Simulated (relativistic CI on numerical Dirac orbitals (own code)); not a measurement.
# Hyperfine structure of Br XXVII, mass number 81

Computed by Dirac-Coulomb-Breit CI, KLI orbitals optimised for each configuration, model QED (radiative potential, 1s self-energy scaled to tabulated hydrogen-like ionisation energies), unscaled Slater integrals (own radial code, finite nucleus).

Configuration list (outside the closed core 1s2): 2s2 2p5, 2s 2p6, 2p6 3s, 2p6 3p, 2p6 3d, 2s2 2p4 3s, 2s2 2p4 3p, 2s2 2p4 3d, 2s 2p5 3s, 2s 2p5 3p, 2s 2p5 3d, 2s2 2p4 4s, 2s2 2p4 4p, 2s2 2p4 4d, 2s2 2p4 4f, 2s 2p5 4s. Levels of other configurations are missing.

Nuclear spin I = 3/2, μ = 2.2686 μN, Q = 0.2579 b (tables of Stone and Pyykkö). The electronic factors are computed for point nuclear moments, without core polarisation or the Bohr-Weisskopf and QED corrections.

```
             Level   E (eV)  A (GHz)  B (GHz)
   2s2 2p5 2P°_3/2     0.00    107.5    -33.5
   2s2 2p5 2P°_1/2    48.79    586.6         
     2s 2p6 2S_1/2   224.45     1902         
 2s2 2p4 3s 4P_5/2  1606.99    181.9     15.6
 2s2 2p4 3s 2P_3/2  1611.88    25.54     5.71
 2s2 2p4 3s 4P_3/2  1653.48    145.6      -17
 2s2 2p4 3s 2P_1/2  1657.36     -170         
2s2 2p4 3p 2P°_1/2  1665.61    165.5
```

Levels with J = 0, under 50 % of one LS term, or S terms without an open s electron are left out. Small factors come from cancelling terms and can be off by tens of per cent or more.

At this charge energies of transitions that change n are usually good to better than 1 %, and those within a shell (Δn = 0) to a few per cent.

Give the hyperfine levels of 2s2 2p5 2P°_1/2 relative to its centre of gravity.

With K = F(F + 1) − I(I + 1) − J(J + 1), E = AK/2: F = 1: -733.3, F = 2: 440 GHz.

LS names give the leading component of a level, which can be under half, so a name can repeat, a term be missing and a line seem to break the LS rules.
